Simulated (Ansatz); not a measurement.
Reaction (isomerisation): `BOC([SiH3])[SiH3]` → `B[SiH2]OC[SiH3]`

Program: Ansatz. Geometries: PBE0-D4/def2-TZVP. ΔE: electronic, gas phase. CCSD(T)/CBS is the MP2 limit (def2-TZVPP, def2-QZVPP) plus CCSD(T) − MP2 in def2-TZVPP, frozen cores. DFT in def2-TZVPP. One conformer a species, not always the lowest.

```csv
level,ΔE (kcal/mol)
r2SCAN-D4,19.2
ωB97X-V,18.5
PBE,19.7
SCS-MP2/def2-TZVPP,19.3
```

Question: What does CCSD(T)/CBS give? (Best estimate.)

Answer: Computed: +19.0 kcal/mol. The listed levels differ from it by 0.2, -0.5, 0.7, 0.3 kcal/mol.

Largest T1 diagnostic among the species: 0.014.

From PBE to PBE0 (25 % exact exchange), in def2-TZVPP and without D4, ΔE moves by −1.1 kcal/mol. The D4 term adds +1.2 kcal/mol with B3LYP and +0.6 kcal/mol with PBE0; it sums over pairs of atoms, weighted by their polarisabilities, and B3LYP, whose exchange is more repulsive, gets the larger term. In def2-TZVPP, CCSD(T) changes the Hartree–Fock value by +4.7 kcal/mol (the triples alone add +1.1 kcal/mol) and MP2 by +5.7 kcal/mol.

B3LYP here is the variant with VWN-RPA as its local correlation; programs differ in this.
